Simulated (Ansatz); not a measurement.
Job for Ansatz (a first-principles code): R-PBE/def2-TZVPP on C6H6 (SMILES C=C1C=CC=C1), 2S+1 = 1, a spin state set in the input, which need not be the lowest.

Ansatz 0.2 input:
```yaml
crystal:
  periodic: [false, false, false]
  atoms:
    - {symbol: C, position_ang: [2.06254821, -0.05134517, 0.36748178]}
    - {symbol: C, position_ang: [0.74631486, -0.01857880, 0.13297004]}
    - {symbol: C, position_ang: [-0.15598607, -1.17184604, -0.00227524]}
    - {symbol: C, position_ang: [-1.39835045, -0.70131127, -0.23316654]}
    - {symbol: C, position_ang: [-1.35733495, 0.76991142, -0.25781067]}
    - {symbol: C, position_ang: [-0.09047638, 1.17798148, -0.04163668]}
    - {symbol: H, position_ang: [2.64363169, 0.85845616, 0.45095356]}
    - {symbol: H, position_ang: [2.59213306, -0.98879552, 0.48189646]}
    - {symbol: H, position_ang: [0.15452665, -2.20216276, 0.07524144]}
    - {symbol: H, position_ang: [-2.29135349, -1.29100783, -0.37899131]}
    - {symbol: H, position_ang: [-2.21624242, 1.40322012, -0.42412173]}
    - {symbol: H, position_ang: [0.27701320, 2.19141999, 0.00164551]}
basis:
  gaussian:
    orbitals: def2-TZVPP
hamiltonian:
  xc: {name: PBE}
```

The log:

```
WARN ansatz: RAYON_NUM_THREADS=4 ignored (pool sized by the plan → 4); use --threads N
Functional definition: PBE
integrals: 0.19 GiB planned
1434 factors; their error is unknown
mean field: 1.57 GiB planned
mean field evaluation 1: about -6297.0294 eV, gradient 7.7e1 eV
mean field evaluation 2: about -6268.1733 eV, gradient 1.3e2 eV
mean field evaluation 4: about -6310.7491 eV, gradient 2.3e1 eV
mean field evaluation 8: about -6312.1550 eV, gradient 2.2e-1 eV
mean field evaluation 16: about -6312.1337 eV, gradient 4.4e-4 eV
mean field -6312.13374932 eV, -231.9666367696 hartree, gradient 7.7e-5 eV, S^2 0.000000; 0 other end points of the search recorded, 0 dependent functions left out
reference -6312.13379165 eV, -231.9666383253 hartree; 21, 21 occupied and 249, 249 virtual orbitals, 1434 factors
Total energy: -6312.13379165 eV, -231.9666383253 hartree
```

Self-consistency was reached.

Cost: roughly 6 core-seconds.
